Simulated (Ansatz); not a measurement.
Abridged output of a molecular run in Ansatz:

```
Functional definition: HF
1171 factors; integrals over basis functions are off by at most 1.2e-3 eV
mean field evaluation 1: about -62522.8057 eV, gradient 3.5e1 eV
mean field evaluation 2: about -62522.9089 eV, gradient 3.5e1 eV
mean field evaluation 4: about -62526.6094 eV, gradient 5.1e0 eV
mean field evaluation 8: about -62526.7094 eV, gradient 3.0e-1 eV
mean field evaluation 32: about -62518.9209 eV, gradient 7.1e0 eV
mean field -62526.71002724 eV, -2297.8142113746 hartree, gradient 3.0e-6 eV, S^2 0.000000; 1 other end points of the search recorded, 0 dependent functions left out
17 core orbitals not correlated: weight in the atoms' cores, before any rotation towards them, 1.000 or more for the frozen orbitals, at most 0.000 for the correlated occupied ones
reference -62526.71002724 eV, -2297.8142113746 hartree; 17, 17 occupied and 83, 83 virtual orbitals, 1171 factors
second order -18.90657263 eV of doubles, -0.00000000 eV of singles
cycle   1  -18.91862804 eV  change   -1.2e-2 eV  update   1.3e-1
cycle   2  -19.66740368 eV  change   -7.5e-1 eV  update   4.1e-2
cycle   3  -19.79794251 eV  change   -1.3e-1 eV  update   1.9e-2
cycle   4  -19.79921683 eV  change   -1.3e-3 eV  update   5.3e-3
cycle   5  -19.80263649 eV  change   -3.4e-3 eV  update   2.2e-3
cycle   6  -19.80278217 eV  change   -1.5e-4 eV  update   6.4e-4
cycle   7  -19.80280897 eV  change   -2.7e-5 eV  update   2.7e-4
cycle   8  -19.80287510 eV  change   -6.6e-5 eV  update   1.0e-4
cycle   9  -19.80287173 eV  change    3.4e-6 eV  update   4.1e-5
perturbative correction -0.74958598 eV, -0.0275467766 hartree
Total energy: -62547.26248494 eV, -2298.5695002645 hartree
```

Its atoms:

Cartesian coordinates in Å:
```
C -1.706 -1.167 0.250
Al 0.034 -0.553 0.872
Ga 1.569 0.367 -0.907
C 2.242 2.167 -1.414
N 2.697 3.152 -1.809
H -1.674 -2.224 -0.026
H -2.447 -1.061 1.049
H -2.066 -0.602 -0.612
H 0.963 -1.152 2.003
H 0.387 1.074 0.594
```

(1) Which basis set was used?
A. def2-TZVPPD
B. cc-pV(Q+d)Z
C. def2-SVP
D. cc-pV(T+d)Z

(2) Write the keys of the input that set method, charge and spin (a neutral closed shell needs none for the last two).

Results:

(1) C. It gives 117 functions.

(2) 
```yaml
correlation: {method: ccsd_t}
```
